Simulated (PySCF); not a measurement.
PySCF input:

```python
from pyscf import gto, scf, mp, cc as ccmod

mol = gto.M(
    atom='''
    Si    1.53741981   -0.15454593    0.27798897
    N    -0.00870706   -0.39510056   -0.45998986
    Si   -1.53322615    0.32839801   -0.07870391
    H     2.58406256    0.04090454   -0.75492498
    H     1.43860133    1.04831448    1.13222697
    H     1.95835252   -1.30523422    1.11726840
    H    -0.03834391   -1.11117236   -1.17438112
    H    -2.45959187   -0.61039038    0.60407042
    H    -2.21243861    0.79528690   -1.31209694
    H    -1.26840381    1.47406585    0.81777540
    ''',
    basis='cc-pvdz',
    charge=0,
    spin=0,
    verbose=4,
)

mf = scf.RHF(mol)
mf.conv_tol = 1e-10
mf.max_cycle = 100
mf.kernel()
mp2 = mp.MP2(mf, frozen=11).run()
cc = ccmod.CCSD(mf, frozen=11)
cc.max_cycle = 100
cc.kernel()
et = cc.ccsd_t()
print(f'E(CCSD(T)) = {cc.e_tot + et:.9f}')
```

Task: What final total energy does it print?

Result: -636.86271 Eh (CCSD(T)/cc-pVDZ).
